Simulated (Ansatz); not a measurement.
A CCSD(T) single point on `NC[SiH2][GeH3]`.

```yaml
crystal:
  periodic: [false, false, false]
  atoms:
    - {symbol: N, position_ang: [-1.662891, 0.857619, -0.528440]}
    - {symbol: C, position_ang: [-1.301072, -0.550574, -0.435286]}
    - {symbol: Si, position_ang: [0.561450, -0.775585, -0.652848]}
    - {symbol: Ge, position_ang: [1.753644, 0.466533, 0.993120]}
    - {symbol: H, position_ang: [-2.664347, 0.984932, -0.454532]}
    - {symbol: H, position_ang: [-1.238359, 1.396109, 0.215871]}
    - {symbol: H, position_ang: [-1.620516, -1.055787, 0.490251]}
    - {symbol: H, position_ang: [-1.777889, -1.091118, -1.260199]}
    - {symbol: H, position_ang: [0.985704, -0.326806, -2.005604]}
    - {symbol: H, position_ang: [0.906619, -2.217046, -0.496823]}
    - {symbol: H, position_ang: [1.482346, -0.092828, 2.402538]}
    - {symbol: H, position_ang: [3.271185, 0.422909, 0.749875]}
    - {symbol: H, position_ang: [1.324527, 1.946942, 0.996878]}
basis:
  gaussian: {orbitals: def2-TZVPP}
correlation: {method: ccsd_t}
```

```sh
$ ansatz run in.yaml --threads 4 --pin off --events-out ev --progress --plain --max-ram 10444MiB
```

Output of Ansatz, abridged:

```
Functional definition: HF
1622 factors; integrals over basis functions are off by at most 1.1e-3 eV
mean field evaluation 1: about -66987.9812 eV, gradient 3.4e1 eV
mean field evaluation 2: about -66988.1740 eV, gradient 3.4e1 eV
mean field evaluation 4: about -66991.4253 eV, gradient 3.9e0 eV
mean field evaluation 8: about -66991.4855 eV, gradient 2.4e-1 eV
mean field -66991.48572065 eV, -2461.8916917738 hartree, gradient 3.0e-6 eV, S^2 0.000000; 0 other end points of the search recorded, 0 dependent functions left out
16 core orbitals not correlated: weight in the atoms' cores, before any rotation towards them, 1.000 or more for the frozen orbitals, at most 0.000 for the correlated occupied ones
reference -66991.48572065 eV, -2461.8916917738 hartree; 18, 18 occupied and 244, 244 virtual orbitals, 1622 factors
second order -21.41077221 eV of doubles, -0.00000000 eV of singles
cycle   1  -22.06859809 eV  change   -6.6e-1 eV  update   1.0e-1
cycle   2  -22.74938241 eV  change   -6.8e-1 eV  update   3.1e-2
cycle   3  -22.82529289 eV  change   -7.6e-2 eV  update   1.3e-2
cycle   4  -22.81826842 eV  change    7.0e-3 eV  update   3.3e-3
cycle   5  -22.81777073 eV  change    5.0e-4 eV  update   1.2e-3
cycle   6  -22.81731771 eV  change    4.5e-4 eV  update   3.4e-4
cycle   7  -22.81718736 eV  change    1.3e-4 eV  update   1.2e-4
cycle   8  -22.81718734 eV  change    1.2e-8 eV  update   4.4e-5
perturbative correction -0.83510412 eV, -0.0306895102 hartree
Total energy: -67015.13801210 eV, -2462.7608974528 hartree
```

Run time 4.7 min (4 threads of an Arm Neoverse V1 on a shared host); peak host memory 7.6 GiB.

MP2 recovers 90.5 % of the CCSD(T) correlation energy and the triples give 3.5 %; T1 = 0.0112.
